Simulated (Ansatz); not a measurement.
`[CH3][SnH]([CH3])[CH3]` + `[OH][Ge][F]` → `C[O][Ge][F]` + `[CH3][SnH2][CH3]`  (substitution at a C–Sn bond)

Gas-phase electronic energies from Ansatz, PBE0-D4/def2-TZVP geometries. CCSD(T)/CBS is the MP2 limit (def2-TZVPP, def2-QZVPP) plus CCSD(T) − MP2 in def2-TZVPP, frozen cores. Functionals use def2-TZVPP. B3LYP here is the variant with VWN-RPA as its local correlation; programs differ in this. HSE06 is defined as in plane-wave codes. Elements past krypton have def2 core potentials. For Ge, Sn outer-core shells are correlated without core-valence functions, which leaves a few kJ/mol of doubt a bond. Scalar relativity is left out up to krypton. One conformer a species, not always the lowest.

`[CH3][SnH]([CH3])[CH3]`:

Z-matrix (Å, degrees):
```
C
Sn 1 2.145
H 1 1.091 2 110.4
H 1 1.091 2 110.4 3 120.2
H 1 1.091 2 110.0 3 -119.9
C 2 2.145 1 109.6 3 -180.0
C 2 2.145 1 109.6 3 59.7
H 2 1.719 1 109.3 3 -60.1
H 6 1.091 2 110.4 1 59.6
H 6 1.091 2 110.4 1 179.8
H 6 1.091 2 110.0 1 -60.3
H 7 1.091 2 110.0 1 60.2
H 7 1.091 2 110.4 1 -59.7
H 7 1.091 2 110.4 1 -179.9
```

`[OH][Ge][F]`:

Cartesian coordinates in Å:
```
O -0.257 -0.865 -0.574
Ge -0.828 0.763 -0.173
F 0.509 1.203 0.896
H 0.576 -1.101 -0.149
```

`C[O][Ge][F]`:

Z-matrix (Å, degrees):
```
C
O 1 1.413
H 1 1.092 2 112.1
H 1 1.093 2 109.1 3 120.9
H 1 1.093 2 109.0 3 -120.9
Ge 2 1.764 1 128.6 3 -0.7
F 6 1.768 2 99.1 1 -0.0
```

`[CH3][SnH2][CH3]`:

Cartesian coordinates in Å:
```
C -0.703 -1.143 -1.197
Sn -0.478 0.674 -0.086
C 1.163 0.494 1.280
H -1.537 -1.061 -1.895
H -0.894 -1.974 -0.518
H 0.207 -1.351 -1.761
H -1.919 1.000 0.785
H -0.190 1.977 -1.163
H 0.983 -0.329 1.972
H 2.085 0.299 0.731
H 1.283 1.414 1.852
```

```csv
level,ΔE (kJ/mol),difference from CCSD(T)/CBS
LDA (SPW92),68.5,-18.0
PBE-D4,75.1,-11.4
revPBE-D4,74.1,-12.4
r2SCAN-D4,76.3,-10.2
B97M-V,68.6,-17.9
PBE0-D4,77.1,-9.4
B3LYP-D4,71.8,-14.7
r2SCANh-D4,77.1,-9.4
r2SCAN0-D4,78.0,-8.5
BHLYP-D4,72.0,-14.5
CAM-B3LYP-D4,70.5,-16.0
ωB97X-V,73.8,-12.7
ωB97M-V,78.7,-7.8
B2PLYP,76.5,-10.0
PBE,74.2,-12.3
revPBE,75.7,-10.8
BLYP,69.1,-17.4
r2SCAN,75.8,-10.7
PBE0,76.1,-10.4
B3LYP,70.6,-15.9
r2SCANh,76.5,-10.0
r2SCAN0,77.4,-9.1
HSE06,76.2,-10.3
BHLYP,70.2,-16.3
CAM-B3LYP,69.4,-17.1
LC-ωPBE,77.0,-9.5
RPA@PBE/def2-TZVPP,74.5,-12.0
HF/def2-SVP,48.0,-38.5
MP2/def2-SVP,65.7,-20.8
CCSD/def2-SVP,57.1,-29.4
CCSD(T)/def2-SVP,56.5,-30.0
MP2/def2-TZVPP,90.3,3.8
SCS-MP2/def2-TZVPP,82.5,-4.0
CCSD/def2-TZVPP,80.0,-6.5
CCSD(T)/def2-TZVPP,81.0,-5.5
HF/def2-QZVPP,65.1,-21.4
MP2/def2-QZVPP,93.4,6.9
SCS-MP2/def2-QZVPP,85.6,-0.9
MP2/CBS(def2),95.8,9.3
CCSD/CBS(def2),85.5,-1.0
CCSD(T)/CBS,86.5,0
```

Largest T1 diagnostic among the species: 0.015.

At CCSD(T), def2-SVP lies −30.0 kJ/mol from the extrapolated value and def2-TZVPP −5.5 kJ/mol. Leaving LDA and LC-ωPBE aside and taking each functional with its dispersion term where it has one, the values, not all of them listed here, spread over 12.9 kJ/mol, from B97M-V to PBE-QIDH. LDA lies −5.7 kJ/mol from PBE without D4. In def2-TZVPP, CCSD(T) changes the Hartree–Fock value by +15.7 kJ/mol (the triples alone add +1.0 kJ/mol) and MP2 by +25.1 kJ/mol.
